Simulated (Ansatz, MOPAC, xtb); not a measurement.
The molecule PO, multiplicity 2 (the spin of the measured ground state).

The constants come from a fifth-degree fit in 1/R (seven points, main isotopes). In def2 and cc sets the state is the lowest found near the PBE0 minimum, followed along R.

The state reached by AM1, PM3, PM6 isn't checked.

Programs: Ansatz (Gaussian orbitals); MOPAC for AM1, PM3, PM6 (differences of heats of formation); xtb for the GFN methods. Each number belongs to the level named beside it. The GFN methods have no spin term and hold the electronic entropy of 300 K.

D_e counts from each atom's lowest state at the same level, without counterpoise or zero-point energy.

```
level               r_e (Å)  ω_e (cm⁻¹)  ω_e x_e (cm⁻¹)  D_e (eV)  dipole (D)
------------------  -------  ----------  --------------  --------  ----------
AM1                   1.436        1461             4.9         -           -
PM3                   1.458        1061            0.25         -           -
PM6                   1.478        1277             3.5         -           -
GFN2-xTB              1.455        1319             6.6         -           -
SVWN5/def2-TZVPP      1.483        1237             5.7      7.79        1.94
B3LYP/def2-TZVPP      1.480           ?             5.6      6.22        2.11
PBE0/def2-TZVPP       1.474        1288             5.5      5.99        2.05
wB97X-V/def2-TZVPP        ?           ?             5.1      6.30        2.12
```

Q: What belongs in the gaps?

A: 
- wB97X-V/def2-TZVPP, r_e (Å): 1.472
- wB97X-V/def2-TZVPP, ω_e (cm⁻¹): 1310
- B3LYP/def2-TZVPP, ω_e (cm⁻¹): 1259

Measured for the ground state: r_e 1.476 Å [NIST CCCBDB]. ω_e 1233.3 cm-1, ω_e x_e 6.56 cm-1, B_e 0.73322 cm-1, α_e 0.0054662 cm-1 [Irikura, J. Phys. Chem. Ref. Data 36, 389 (2007)]. dipole 1.88 D [compilation of Liu, Meijer and Pérez-Ríos].

Ansatz is an electronic-structure program.
